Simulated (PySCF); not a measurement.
From results back to the method.

C₂H₅NSSi.
SMILES with atom numbers: `[N:1]#[C:2][CH2:3][S:4][SiH3:5]` (hydrogens: H6, H7 on C3; H8, H9, H10 on Si5)

The closed-shell ground state was solved 7 times with PySCF (density fitting, gas phase), always in the pcSseg-2 basis (264 functions), with these functionals: B97-2, BHandHLYP, CAM-B3LYP, LC-wPBE, LDA, PBE0 and wB97X-D. The structure is a single PBE0-D3(BJ)/def2-SVP conformer in the gas phase; no vibrational or solvent corrections.

```
row  total energy (Eh)  HOMO (eV)  LUMO (eV)  dipole (D)
  P          -818.0372      -6.56      -1.89        3.17
  Q          -821.6841      -9.01       0.36        3.19
  R          -821.6799      -9.54       1.10        3.17
  S          -821.3101      -7.69      -0.69        3.15
  T          -821.4347     -10.40       1.51        3.18
  U          -821.6471      -8.78       0.23        3.23
  V          -821.7235      -7.45      -0.74        3.13
```

Task: Which functional belongs to which row?

Result: P = LDA, Q = CAM-B3LYP, R = wB97X-D, S = PBE0, T = LC-wPBE, U = BHandHLYP, V = B97-2. By rising HOMO–LUMO gap: LDA (LDA) 4.67 eV; B97-2 (global hybrid, 21 % exact exchange) 6.71 eV; PBE0 (global hybrid, 25 % exact exchange) 7.00 eV; BHandHLYP (global hybrid, 50 % exact exchange) 9.01 eV; CAM-B3LYP (range-separated hybrid) 9.37 eV; wB97X-D (range-separated hybrid) 10.64 eV; LC-wPBE (range-separated hybrid) 11.91 eV. Total energies of different functionals aren't bounds to one another; each is stationary for its own functional.

Conformer computed: `[N:1]#[C:2][CH2:3][S:4][SiH3:5]`: C2–C3–S4–Si5 64°.

wB97X-D is run here without its empirical dispersion term; that term would change no orbital, density or response property at a fixed geometry.
